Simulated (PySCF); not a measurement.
**Multinuclear NMR of C$_{6}$H$_{11}$FOSi**

Structure with atom numbers: `[CH2:1]=[C:2]([CH3:3])[CH2:4][SiH2:5][O:6]/[CH:7]=[CH:8]/[F:9]` (H(Xn): hydrogen on atom n). Ha(C1) is cis to C3; Hb(C1) is trans to C3.

PySCF 2.14.0 with density-fitted response routines calculation with coordinates at the GFN2-xTB level and σ from GIAO-PBE0/pcSseg-1; a single conformation, in vacuum, relativity neglected, one averaged value for each set of equivalent atoms.

Task: What are the ¹⁹F shifts?

Result: 
```
atoms       environment  σ (ppm)  δ (ppm)
   F9  vinylic fluorine    364.4   -182.9
```

Shieldings were converted by a linear fit to measured shifts: ¹⁹F (scatter 6.0 ppm rms, 7.0 ppm with the 5 outliers that the fit left out vs CFCl3, solution or neat liquid, with a term for F on sp3 carbon). A few per cent of atoms miss by over 2 rms, more outside the fitted compound classes.

On a 400 MHz spectrometer ¹⁹F resonates near 376.4 MHz, so 1 ppm is 376.4 Hz.

Task: Where does ²⁹Si resonate?

Result: 
```csv
atoms,environment,σ (ppm),δ (ppm)
Si5,"silicon bonded to C, O, 2 H",368.0,-22.5
```

Shieldings were converted by a linear fit to measured shifts: ²⁹Si (scatter 8.9 ppm rms, 25.8 ppm with the 6 outliers that the fit left out vs TMS, solution or neat liquid). A few per cent of atoms miss by over 2 rms, more outside the fitted compound classes.

On a 300 MHz spectrometer ²⁹Si resonates near 59.6 MHz, so 1 ppm is 59.6 Hz.

Task: Predict the ¹⁷O NMR data.

Result: 
| atoms | environment | σ (ppm) | δ (ppm) |
| --- | --- | --- | --- |
| O6 | oxygen bonded to C, Si | 273.6 | 17.5 |

Shieldings were converted by a linear fit to measured shifts: ¹⁷O: δ = 266.70 − 0.911σ (rms 10.7 ppm, 155 shifts, 12.2 ppm with the 3 outliers that the fit left out vs liquid water, solution or neat liquid). A few per cent of atoms miss by over 2 rms, more outside the fitted compound classes.

On a 500 MHz spectrometer ¹⁷O resonates near 67.8 MHz, so 1 ppm is 67.8 Hz.
